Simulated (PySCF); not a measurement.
## From computed data to an observable: refractive index and permittivity of the vapour

C6H3F7O2, SMILES C(F)(C(C(F)(F)F)OC(C(F)=C)=O)(F)F.

Geometry: PBE-D3(BJ)/def2-SVP. One conformer was computed; it need not be the lowest.

M06-2X/def2-SVP run with PySCF gives a mean static polarisability of 68.5 bohr³ and a dipole moment of 2.59 D. Take an ideal gas at 298.15 K and 1 bar, whether or not the substance is that volatile.

Work out n − 1 in the optical limit and the static ε − 1.


Polarisability volume α' = 68.5 × 0.148185 = 10.15 Å³. Number density N = p/kT = 2.43e-5 Å⁻³.
Dilute limit of Lorentz–Lorenz: n − 1 = 2π N α' = 0.0015.
Orientation term of Debye: μ²/(3kT) = 8.098 Å³ × μ²(D²) = 54.32 Å³.
ε − 1 = 4π N (α' + μ²/3kT) = 0.020. Orientation of the dipole supplies 84 % of the static response; it can't follow optical fields. Vibrational polarisation and dispersion are left out.
